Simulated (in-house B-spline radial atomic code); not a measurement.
Ni⁺ is squeezed into an impenetrable sphere of radius R (the orbitals vanish at R). No spin polarisation. Method: non-relativistic Hartree-Fock, average of configuration, point nucleus. Calculated with a radial B-spline atomic code at the basis-set limit.

Energies in eV above the free ion in [Ar] 3d9:

```json
{"R (bohr)": "8.94", "highest level (eV)": "-20.9", "[Ar] 3d9": "3.033e-05", "[Ne] 3s2 3p5 3d10": "68.79", "-dE/dV in [Ar] 3d9 (GPa)": "7.04e-05"}
{"R (bohr)": "6.77", "highest level (eV)": "-20.9", "[Ar] 3d9": "0.003008", "[Ne] 3s2 3p5 3d10": "68.8", "-dE/dV in [Ar] 3d9 (GPa)": "0.0117"}
{"R (bohr)": "4.84", "highest level (eV)": "-20.7", "[Ar] 3d9": "0.1517", "[Ne] 3s2 3p5 3d10": "68.94", "-dE/dV in [Ar] 3d9 (GPa)": "1.11"}
{"R (bohr)": "3.94", "highest level (eV)": "-19.9", "[Ar] 3d9": "0.9094", "[Ne] 3s2 3p5 3d10": "69.72", "-dE/dV in [Ar] 3d9 (GPa)": "10.1"}
{"R (bohr)": "3.81", "highest level (eV)": "-19.7", "[Ar] 3d9": "1.179", "[Ne] 3s2 3p5 3d10": "70", "-dE/dV in [Ar] 3d9 (GPa)": "14"}
{"R (bohr)": "3.23", "highest level (eV)": "-17.8", "[Ar] 3d9": "3.82", "[Ne] 3s2 3p5 3d10": "72.78", "-dE/dV in [Ar] 3d9 (GPa)": "65"}
{"R (bohr)": "2.7", "highest level (eV)": "-13.9", "[Ar] 3d9": "11.78", "[Ne] 3s2 3p5 3d10": "81.27", "-dE/dV in [Ar] 3d9 (GPa)": "307"}
{"R (bohr)": "2.29", "highest level (eV)": "-7.18", "[Ar] 3d9": "30.46", "[Ne] 3s2 3p5 3d10": "101.2", "-dE/dV in [Ar] 3d9 (GPa)": "1220"}
{"R (bohr)": "1.65", "highest level (eV)": "25.5", "[Ar] 3d9": "177", "[Ne] 3s2 3p5 3d10": "253.6", "-dE/dV in [Ar] 3d9 (GPa)": "17400"}
{"R (bohr)": "1.36", "highest level (eV)": "68.2", "[Ar] 3d9": "459.7", "[Ne] 3s2 3p5 3d10": "541", "-dE/dV in [Ar] 3d9 (GPa)": "74500"}
```

Problem. Does [Ne] 3s2 3p5 3d10 fall below [Ar] 3d9 under compression?

Solution. No, it stays above over the whole range.

The highest level is first positive in the row R = 1.65 bohr, pushed up by confinement above the zero of the free ion's potential. Each configuration is held fixed and needn't be the lowest in the sphere.
